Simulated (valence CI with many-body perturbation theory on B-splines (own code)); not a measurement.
Values are calculated unless marked as measured or tabulated.
**Hyperfine factors and g values of Ru29+**

Method: valence CI with perturbative core correlation (CI+MBPT): five valence electrons over a frozen Dirac-Fock core [Ne], radial functions for each j: 11 s, 11 p, 10 d, 8 f, 5 g, 2 h, with the one-electron correlation potential Σ1, the two-electron term Σ2, the three-electron term Σ3, Breit, model QED; selected CI, second order for the rest, scaled by the run's own slope (own B-spline code, finite nucleus).

The last digits are not significant, and no measured levels were compared; by estimate large intervals hold to a few tenths of a per cent, small ones and those within an open d or f shell to about a per cent. Among the levels kept, up to 3600 cm⁻¹ of a level comes from second order outside the variational space, and about a tenth of that is noise between levels of different J, which matters for small intervals.

A/g_I is the dipole constant over the nuclear g factor μ/I (μ in nuclear magnetons, uniformly magnetised nucleus), B/Q the quadrupole constant per barn. Both hold the static response of the core; the bare values leave it out. Large factors of s and p1/2 electrons are usually good to 5 to 10 %; those of open d and f shells near neutrality can be off by tens of per cent, and small factors of p3/2, d and f electrons come from cancelling terms and can be off by a factor of two or in sign, in half-filled shells by more. B is blank for J = 1/2, where it vanishes, and for nearly pure S terms. Energies count from the lowest level.

Levels are named by their leading jj configuration (3d3/2^4 stands for four electrons in 3d with j = 3/2), which in mixed levels can hold well under half, so a name can repeat and another be missing. Letters in brackets count levels of one name in rising energy.

```tsv
Level	E (cm⁻¹)	g	A/g_I (MHz)	A/g_I bare	B/Q (MHz/b)	B/Q bare
(3s^2 3p1/2^2 3p3/2) J=3/2	0	1.507	27700	28000	44500	43500
(3s^2 3p1/2 3p3/2^2) J=3/2	199130	1.359	5790	6480	24100	23600
(3s^2 3p1/2 3p3/2^2) J=5/2	247240	1.196	65700	64400	-221	-214
(3s^2 3p1/2 3p3/2^2) J=1/2	308490	0.661	194000	188000		
(3s^2 3p3/2^3) J=3/2	508880	1.259	35400	35100	-68700	-67100
(3s 3p1/2^2 3p3/2^2) J=5/2	806620	1.528	133000	130000	26900	26300
(3s^2 3p1/2^2 3d3/2) J=3/2 [a]	886780	1.131	-8780	-7190	-29800	-28800
(3s 3p1/2^2 3p3/2^2) J=1/2	930660	2.401	445000	433000		
(3s^2 3p1/2^2 3d3/2) J=3/2 [b]	972270	1.057	41600	41200	-2270	-1900
(3s^2 3p1/2^2 3d5/2) J=5/2	1030000	1.164	14300	14800	18300	18600
(3s 3p1/2 3p3/2^3) J=3/2	1057000	1.158	39000	38500	-40500	-39500
(3s 3p1/2 3p3/2^3) J=5/2	1096500	1.238	129000	126000	-64700	-63200
(3s^2 3p1/2 3p3/2 3d3/2) J=3/2 [a]	1111100	1.032	41400	41200	-27700	-27000
(3s^2 3p1/2 3p3/2 3d3/2) J=1/2 [a]	1120300	0.514	54500	53800		
(3s^2 3p1/2 3p3/2 3d3/2) J=5/2 [a]	1133800	0.954	60700	59500	-30100	-29000
(3s^2 3p1/2 3p3/2 3d3/2) J=7/2	1164000	1.137	40000	39700	18600	18800
(3s^2 3p1/2 3p3/2 3d5/2) J=7/2 [a]	1182000	1.294	2870	3810	67100	66300
(3s 3p1/2 3p3/2^3) J=1/2	1208200	0.994	47100	45900		
(3s^2 3p1/2 3p3/2 3d5/2) J=3/2 [a]	1225200	1.142	-6220	-4880	-29000	-28300
(3s^2 3p1/2 3p3/2 3d5/2) J=9/2	1226400	1.239	33800	33600	24500	24900
(3s^2 3p1/2 3p3/2 3d5/2) J=5/2 [a]	1248200	1.228	32000	32000	-20600	-19800
(3s^2 3p1/2 3p3/2 3d3/2) J=3/2 [b]	1305000	1.206	-9990	-8460	11800	11500
(3s^2 3p1/2 3p3/2 3d3/2) J=5/2 [b]	1312500	1.366	33300	33600	-866	-922
(3s^2 3p1/2 3p3/2 3d5/2) J=7/2 [b]	1314600	1.042	39500	39000	47100	46800
(3s^2 3p1/2 3p3/2 3d3/2) J=1/2 [b]	1328800	2.016	95000	93700		
(3s^2 3p1/2 3p3/2 3d5/2) J=3/2 [b]	1348300	1.450	51200	51000	-6710	-6750
(3s 3p3/2^4) J=1/2 [a]	1376000	1.337	243000	235000		
(3s^2 3p1/2 3p3/2 3d5/2) J=3/2 [c]	1377900	0.886	46500	45700	22400	22100
(3s^2 3p1/2 3p3/2 3d5/2) J=5/2 [b]	1391300	1.098	8730	9190	41200	40900
(3s^2 3p3/2^2 3d5/2) J=7/2	1436100	1.239	18600	19000	16900	16900
(3s^2 3p3/2^2 3d5/2) J=9/2	1460100	1.199	21300	21400	64200	63600
(3s^2 3p1/2 3p3/2 3d5/2) J=1/2	1462400	1.086	-16100	-14900		
(3s^2 3p3/2^2 3d3/2) J=1/2	1503200	1.263	18100	17700		
(3s^2 3p3/2^2 3d3/2) J=3/2 [a]	1518100	1.106	20200	20400	-22200	-22000
(3s^2 3p3/2^2 3d3/2) J=5/2	1518500	1.190	47700	47200	-25000	-24500
(3s^2 3p3/2^2 3d3/2) J=7/2	1553900	1.113	28800	28900	-570	199
(3s^2 3p3/2^2 3d5/2) J=5/2 [a]	1583400	1.204	10700	11400	82000	80700
(3s^2 3p3/2^2 3d3/2) J=3/2 [b]	1602800	1.086	17700	18300	2220	2510
(3s 3p3/2^4) J=1/2 [b]	1663100	1.698	273000	265000		
(3s^2 3p3/2^2 3d5/2) J=3/2	1666400	0.973	16200	16500	12900	12800
```

Question: Take the isotope of mass number 101, with I = 5/2, μ = -0.718 μN and Q = 0.46 b. What is the hyperfine structure of (3s 3p1/2^2 3p3/2^2) J=5/2?

Answer: From the table A = -38100 MHz, B = 12400 MHz. Shifts from the centre of gravity in MHz: F = 0: 342000, F = 1: 301000, F = 2: 220000, F = 3: 101000, F = 4: -52000, F = 5: -235000.
